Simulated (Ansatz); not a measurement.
Consider the isomerisation: `CB/C=C/O` → `BCC(C)=O`.

Gas-phase electronic energies from Ansatz, PBE0-D4/def2-TZVP geometries. CCSD(T)/CBS adds triple-zeta CCSD(T) − MP2 to the extrapolated MP2 energy (def2 sets, frozen cores). DFT in def2-TZVPP. B3LYP here is the variant with VWN-RPA as its local correlation; programs differ in this. HSE06 is defined as in plane-wave codes. One conformer a species, not always the lowest.

| level | ΔE (kJ/mol) | difference from CCSD(T)/CBS |
| --- | --- | --- |
| LDA (SPW92) | 34.0 | 17.6 |
| PBE0-D4 | 20.1 | 3.7 |
| r2SCAN0-D4 | 19.3 | 2.9 |
| ωB97X-V | 6.3 | -10.1 |
| PBE | 24.8 | 8.4 |
| PBE0 | 21.0 | 4.6 |
| B3LYP | 20.9 | 4.5 |
| r2SCANh | 20.5 | 4.1 |
| HSE06 | 21.6 | 5.2 |
| CAM-B3LYP | 16.1 | -0.3 |
| MP2/def2-SVP | 2.7 | -13.7 |
| CCSD(T)/def2-SVP | 1.1 | -15.3 |
| SCS-MP2/def2-TZVPP | 9.6 | -6.8 |
| HF/CBS(def2) | 0.0 | -16.4 |
| MP2/CBS(def2) | 17.8 | 1.4 |
| CCSD/CBS(def2) | 13.9 | -2.5 |
| CCSD(T)/CBS | 16.4 | 0 |

Largest T1 diagnostic among the species: 0.014.

At CCSD(T), def2-SVP lies −15.3 kJ/mol from the extrapolated value and def2-TZVPP −2.6 kJ/mol. Leaving LDA and LC-ωPBE aside and taking each functional with its dispersion term where it has one, the values, not all of them listed here, spread over 17.4 kJ/mol, from ωB97X-V to PBE-D4. LDA lies +9.2 kJ/mol from PBE without D4. From BLYP to BHLYP (50 % exact exchange), in def2-TZVPP and without D4, ΔE moves by −7.9 kJ/mol.
